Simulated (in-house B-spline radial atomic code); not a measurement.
Computed with a B-spline radial atomic code. Model: two electrons, singlet ground state, non-relativistic, full CI in B-splines with partial waves to l = 8 (at full coupling up to 3e-4 hartree above the limit, correlation up to 0.6 % small), density held at that of full coupling by Lieb maximisation.

W(λ) is the mean repulsion in the state of coupling λ less the Hartree energy of the fixed density. Its start is exact exchange, its initial slope is twice the second-order Görling-Levy correlation energy, and its area from 0 to 1 is E_xc. A straight curve means weak, dynamic correlation, and a curve that drops fast and flattens means strong correlation.

Command:
```bash
python run_ac.py task.json out
```
Settings (lengths in bohr, energies in hartree):
```
potential              yukawa
strength               2.85
lmax                   8
second                 0.264
```

Time taken, with all properties: 19 s on 1 thread of Intel(R) Xeon(R) Processor @ 2.30GHz (shared host).

**W = mean repulsion less Hartree energy, and W of three functionals.**

Given: confinement screened point charge; nuclear charge 2.85; screening of the nucleus 0.264 1/bohr; external potential -Z exp(-k r)/r.

Computed: PBE exchange minus exact 21.955 millihartree; SCAN exchange minus exact -5.2648 millihartree.

```csv
coupling,W xc (hartree),W xc minus exchange (millihartree),kinetic minus Kohn-Sham (millihartree),LDA (PW92) W minus its exchange (millihartree),PBE W minus its exchange (millihartree),SCAN W minus its exchange (millihartree)
0,-1.5405,0,0,0,0,0
0.02,-1.5424,-1.898,0,-12.84,-1.81,-1.83
0.05,-1.5452,-4.723,0.1,-26.62,-4.55,-4.52
0.12,-1.5517,-11.219,0.7,-51.72,-10.98,-10.64
0.25,-1.5634,-22.935,2.8,-87.6,-22.85,-21.52
0.4,-1.5764,-35.918,7,-120.67,-36.24,-33.42
0.6,-1.5929,-52.391,15.3,-157.1,-53.43,-48.37
0.8,-1.6084,-67.977,26.2,-187.98,-69.83,-62.42
1,?,?,?,?,?,?
1.4,-1.6505,-110.05,72.1,-261.07,-114.44,-100.16
2,?,?,?,?,?,?
3,-1.7367,-196.2,257.4,-387.94,-207.06,-178.06
4.5,-1.7943,-253.83,471.3,-465.71,-270.73,-231.76
7,-1.8612,-320.7,849.9,-554.69,-347.93,-296.66
10,-1.9141,-373.6,1294.2,-626.93,-413.06,-350.32
```

Question: What belongs in the row 1?

Answer: W xc (hartree): -1.6232; W xc minus exchange (millihartree): -82.741; kinetic minus Kohn-Sham (millihartree): 39.4; LDA (PW92) W minus its exchange (millihartree): -215.02; PBE W minus its exchange (millihartree): -85.44; SCAN W minus its exchange (millihartree): -75.68.

Question: What belongs in the row 2?

Answer: W xc (hartree): -1.6867; W xc minus exchange (millihartree): -146.19; kinetic minus Kohn-Sham (millihartree): 133.3; LDA (PW92) W minus its exchange (millihartree): -316.76; PBE W minus its exchange (millihartree): -153.06; SCAN W minus its exchange (millihartree): -132.62.

Question: What is the LDA exchange minus exact?

Answer: 214.55 millihartree.

**Energy parts, natural occupations and partial-wave weights.**

Computed: total energy -5.1042 hartree; exchange energy -1.5405 hartree; kinetic part of the DFT correlation energy 0.039437 hartree; initial slope twice GL2 -0.095173 hartree; kinetic part over minus potential part 0.47662; Kohn-Sham kinetic 6.3496 hartree; Lieb Oxford ratio E_xc over LDA exchange 1.1945.

```
natural  occupation of the shell (electrons)
      s                               1.9925
      p                            0.0038372
      s                            0.0032394
      d                            0.0001812
      p                                    ?
      s                           6.3496e-05
```

Question: What belongs in the row p?

Answer: occupation of the shell (electrons): 0.00013532.

```json
{"wave": "s", "weight": "0.99789"}
{"wave": "p", "weight": "0.001993"}
{"wave": "d", "weight": "?"}
{"wave": "f", "weight": "1.437e-05"}
{"wave": "g", "weight": "3.3453e-06"}
```

Question: What belongs in the row d?

Answer: weight: 0.00010169.

Question: What is the correlation energy?

Answer: -0.043305 hartree.

Question: What is the Hartree energy?

Answer: 3.0809 hartree.

Half-way to full coupling W has made 53 % of its drop, against 50 % for a straight line, and second-order (GL2) theory, half the initial slope, overshoots the correlation energy by about 10 %: a moderate bend, as in light atoms. Over couplings 0 to 1 the errors in E_xc come to about +127 millihartree for LDA, +21 millihartree for PBE, -1.9 millihartree for SCAN, so SCAN is nearest. In LDA and PBE and SCAN the errors of exchange and correlation have opposite signs, so the sum is smaller than the larger of the two.
